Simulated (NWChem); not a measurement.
C$_{3}$H$_{5}$ClSi; SMILES C#C[Si@@H](C)Cl

```xyz
10

C      0.8753     2.6476    -0.2441
C      0.3900     1.5666     0.0331
Si    -0.3727    -0.0462     0.4517
C     -2.0099    -0.2414    -0.4134
Cl     0.9122    -1.5564    -0.1610
H      1.3093     3.6016    -0.4890
H     -0.5005    -0.1483     1.9306
H     -2.4578    -1.2181    -0.1762
H     -1.8786    -0.1715    -1.5034
H     -2.7042     0.5513    -0.0937
```
Atoms are numbered in this order, from 1.

Computed with NWChem. Geometry: optimised at PBE0/def2-SVP. Isolated, static molecule.

GIAO at LDA (Slater exchange, VWN5)/pcSseg-1: principal shieldings of C1 are -9.0, -6.4, 232.6 ppm; an isolated tetramethylsilane molecule has σ = 180.7 ppm at the same levels.

Find the isotropic 13C shift, its principal values, the span and the skew.


1. σ(iso) = one third of the sum = 72.4 ppm.
2. δ = σ(reference) − σ = 108.3 ppm against tetramethylsilane.
3. δ11, δ22, δ33 = 189.7, 187.1, -51.9 ppm.
4. Span Ω = δ11 − δ33 = 241.6 ppm; skew κ = 3(δ22 − δ(iso))/Ω = 0.98.
